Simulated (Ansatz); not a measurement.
Geometry optimisation, Ansatz, RKS PBE0-D4/def2-SVP.

Input:

```yaml
crystal:
  periodic: [false, false, false]
  atoms:
    - { symbol: W, position_ang: [-0.051527, 0.210406, 0.368252] }
    - { symbol: F, position_ang: [0.728133, 0.306493, 2.045034] }
    - { symbol: H, position_ang: [1.351874, -0.719669, 0.269447] }
    - { symbol: H, position_ang: [-0.137094, 1.696529, -0.449009] }
    - { symbol: H, position_ang: [-1.522943, -0.628311, 0.407157] }
    - { symbol: H, position_ang: [-0.163447, -1.145763, -0.592853] }
    - { symbol: H, position_ang: [0.734603, 0.280314, -1.108527] }
basis:
  gaussian: { orbitals: def2-SVP }
hamiltonian:
  xc: pbe0
  dispersion: d4
relax:
  f_tol: 0.03
  max_steps: 50
```

Command:

```bash
$ ansatz run input.yaml --threads 1 --pin off --max-ram 2048MiB --backend cpu --events-out ev --progress --plain --runs-dir out
```

Problem. Where does it end, and by what steps?

Solution. The run converged. After 4 steps the energy has fallen by 0.097 eV; H3 moved furthest, 0.18 Å.

```
step  energy less start (eV)  largest force component (eV/Å)  accepted
   0                  0.0000                           0.685       yes
   1                 -0.0753                           0.313       yes
   2                 -0.0843                           0.228       yes
   3                 -0.0965                           0.062       yes
   4                 -0.0968                           0.027       yes
```

```xyz
7
Properties=species:S:1:pos:R:3
W -0.019 0.184 0.386
F 0.691 0.361 2.099
H 1.316 -0.736 0.096
H -0.162 1.666 -0.425
H -1.534 -0.578 0.378
H -0.146 -1.216 -0.523
H 0.792 0.318 -1.072
```

Time of the run: 15 s on 1 thread of Arm Neoverse V2 (shared host), peak memory 0.13 GiB.
